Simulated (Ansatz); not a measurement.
Reaction (formal hydrolysis of a Ge–S bond): `[OH][GeH]([F])[S][SiH3]` + H₂O → `[OH][GeH]([OH])[F]` + `[SiH3]S`

Isolated molecules relaxed with PBE0-D4/def2-TZVP in Ansatz; ΔE leaves out vibrations. CBS: MP2 limit from def2 TZ/QZ plus the TZ coupled-cluster correction, frozen cores. This one scheme is used for every species. Functionals use def2-TZVPP. For Ge outer-core shells are correlated without core-valence functions, which leaves a few kJ/mol of doubt a bond. Scalar relativity is left out up to krypton. Each species was taken in one conformer, which may not be the lowest.

`[OH][GeH]([F])[S][SiH3]`:

Z-matrix (Å, degrees):
```
Ge
F 1 1.739
S 1 2.184 2 111.1
O 1 1.764 2 104.1 3 116.1
H 1 1.529 2 106.5 3 -123.1
Si 3 2.154 1 98.1 2 84.7
H 4 0.962 1 111.8 2 18.8
H 6 1.482 3 110.8 1 -47.4
H 6 1.483 3 103.7 1 -165.5
H 6 1.480 3 111.5 1 76.4
```

H₂O:

Z-matrix (Å, degrees):
```
O
H 1 0.960
H 1 0.960 2 105.1
```

`[OH][GeH]([OH])[F]`:

Z-matrix (Å, degrees):
```
Ge
O 1 1.748
F 1 1.736 2 110.1
O 1 1.758 2 108.4 3 -114.0
H 1 1.522 2 108.9 3 118.9
H 2 0.961 1 112.8 3 77.0
H 4 0.961 1 112.4 2 136.9
```

`[SiH3]S`:

```xyz
6

Si   -0.238   -0.277    0.381
S     0.593    1.448   -0.569
H    -1.368   -0.841   -0.401
H    -0.725    0.211    1.694
H     0.782   -1.336    0.581
H     0.955    0.795   -1.686
```

```csv
species,PBE energy (Eh)
`[OH][GeH]([F])[S][SiH3]`,-2942.16263
H₂O,-76.38007
`[OH][GeH]([OH])[F]`,-2328.74211
`[SiH3]S`,-689.79607
```

**Question.** Work out ΔE.

**Answer.** ΔE = (-2328.74211) + (-689.79607) − (-2942.16263) − (-76.38007) = 0.00452 Eh = +11.9 kJ/mol. CCSD(T)/CBS gives +14.8 kJ/mol.

Largest T1 diagnostic among the species: 0.012.

In def2-TZVPP, CCSD(T) changes the Hartree–Fock value by +16.0 kJ/mol (the triples alone add +3.2 kJ/mol) and MP2 by +20.2 kJ/mol. The D4 term adds +11.7 kJ/mol with B3LYP and +6.5 kJ/mol with PBE0; it sums over pairs of atoms, weighted by their polarisabilities, and B3LYP, whose exchange is more repulsive, gets the larger term.

B3LYP here is the variant with VWN-RPA as its local correlation; programs differ in this.
